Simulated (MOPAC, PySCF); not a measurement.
Isomers of CH2OSi. Gas-phase values, no solvent. Strings in code marks are SMILES.

Quantity: vertical ionisation energy (energy after one electron is removed minus that of the parent at the parent's geometry), in eV.

Level 1: B3LYP/6-31G* // B3LYP-D3(BJ)/def2-TZVP (PySCF)
Level 2: PBE/6-31G* // B3LYP-D3(BJ)/def2-TZVP (PySCF)
Level 3: minus the HOMO energy of AM1 // B3LYP-D3(BJ)/def2-TZVP (MOPAC)
Level 4: minus the HOMO energy of HF/3-21G // B3LYP-D3(BJ)/def2-TZVP (PySCF)

| species | level 1 | level 2 | level 3 | level 4 |
|---|---|---|---|---|
| `O=C=[SiH2]` | 8.95 | 8.90 | 7.77 | 8.67 |
